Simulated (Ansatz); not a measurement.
```xyz
5

F     1.599    0.350    0.608
Ge    0.062    0.043   -0.065
F     0.323   -0.923   -1.446
F    -0.527    1.541   -0.627
I    -1.456   -1.011    1.531
```

Total charge 0; spin multiplicity 1. I: def2 effective core potential.

List the B3LYP/def2-TZVPP orbital energies in eV (the Gaussian-basis code of Ansatz). (An estimate is asked.)

Computed: Occupied: -10853.31, -1357.47, -1208.39, -1208.38, -1208.38, -672.09, -672.09, -672.09, -187.52, -172.23, -133.74, -133.45, -133.45, -122.49, -122.48, -122.48, -53.43, -53.32, -53.32, -53.07, -53.07, -36.52, -36.52, -36.15, -36.00, -36.00, -33.00, -31.98, -31.98, -20.46, -16.42, -13.85, -13.85, -13.22, -12.36, -12.36, -11.99, -11.99, -11.77, -10.69, -8.68, -8.68. Lowest empty: -2.68, 0.25, 0.25, 1.13, 3.09, 3.74, 3.74, 3.87.

B3LYP here is the variant with VWN-RPA as its local correlation; programs differ in this.
